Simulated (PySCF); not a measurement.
Compound: C8H5FN (doublet state).
Atom-mapped SMILES: `[N:1]#[C:2][C:3]1=[C:4][C@@H:5]2[CH:6]=[C:7]([F:8])[C@H:9]1[CH2:10]2` (hydrogens: H11 on C5; H12 on C6; H13 on C9; H14, H15 on C10)

Structure used (GFN2-xTB), in Å, numbered top down from 1:
```
atom  x, y, z in Å
N1     2.440    1.256   -2.639
C2     1.676    0.732   -1.961
C3     0.769    0.112   -1.105
C4    -0.157   -0.815   -1.287
C5    -0.899   -1.098   -0.013
C6    -1.650    0.186    0.306
C7    -0.715    1.093    0.558
F8    -0.856    2.380    0.869
C9     0.656    0.458    0.412
C10    0.309   -0.947    0.946
H11   -1.476   -2.015    0.024
H12   -2.714    0.298    0.271
H13    1.499    1.000    0.830
H14    1.094   -1.681    0.770
H15    0.021   -0.951    1.997
```

The hyperfine couplings belong to this conformer and change with its torsions.

Computed with PySCF 2.14.0, UKS B3LYP, pcH-1 on C F H N, non-relativistic, mean-field spin-orbit, GIAO. Geometry: GFN2-xTB; no solvent, vibrations or thermal averaging. Couplings are sensitive to structure, and on GFN2-xTB geometries they can be far from those on DFT ones. Stability of the SCF solution: not tested.

Principal values of hyperfine tensors in MHz (contact and dipolar terms together), for some of the nuclei:

```tsv
atom	isotope	A1	A2	A3
C4	13C	367.55	397.41	581.26
C9	13C	40.93	42.38	60.81
C10	13C	22.58	23.73	32.84
C2	13C	20.78	24.08	24.37
C3	13C	-3.69	23.38	45.52
H11	1H	11.34	12.31	31.96
F8	19F	-0.23	1.92	37.37
H15	1H	4.91	5.81	11.65
```

**Question.** Split each tensor into its isotropic and traceless parts, and turn a_iso into mT with g = 2.0022.

**Answer.** a_iso is a third of the trace, T = A − a_iso, and a(mT) = a(MHz)/(g × 13.996).

```tsv
atom	a_iso (MHz)	a_iso (mT)	T1	T2	T3
C4	448.74	16.013	-81.19	-51.33	132.52
C9	48.04	1.714	-7.11	-5.66	12.77
C10	26.38	0.941	-3.80	-2.65	6.46
C2	23.07	0.823	-2.30	1.00	1.30
C3	21.74	0.776	-25.43	1.64	23.79
H11	18.54	0.662	-7.20	-6.23	13.42
F8	13.02	0.465	-13.25	-11.10	24.35
H15	7.46	0.266	-2.55	-1.65	4.19
```

**Question.** What spin density at the nucleus of F8 lies behind its contact coupling (g_N = 5.25774)?

**Answer.** a_FC = 800.24 MHz bohr³ × g_N × ρ(0)/(2S). With a_FC = 13.02 MHz and 2S = 1, ρ(0) = 0.003094 bohr⁻³.

**Question.** C5 (13C, g_N = 1.40482) isn't in the table. Its spin density at the nucleus is 0.03238 bohr⁻³. What is its contact coupling?

**Answer.** By the same relation, a_FC = 36.4 MHz. Its full tensor has the principal values 27.73, 29.74, 51.74 MHz.

**Question.** Which nucleus of the table has the largest anisotropic coupling, and what is its form?

**Answer.** C4: -81.2, -51.3, 132.5 MHz, rhombic: the two smaller values differ by 23 % of the largest.

**Question.** What first-order splitting does C9 cause when the field lies along A1, A2 or A3 of its tensor (g taken as isotropic, no quadrupole term)?

**Answer.** 2 lines (I = 1/2), spaced by |A_i|/(g × 13.996): 1.46, 1.51, 2.17 mT along the axes of A1, A2 and A3.
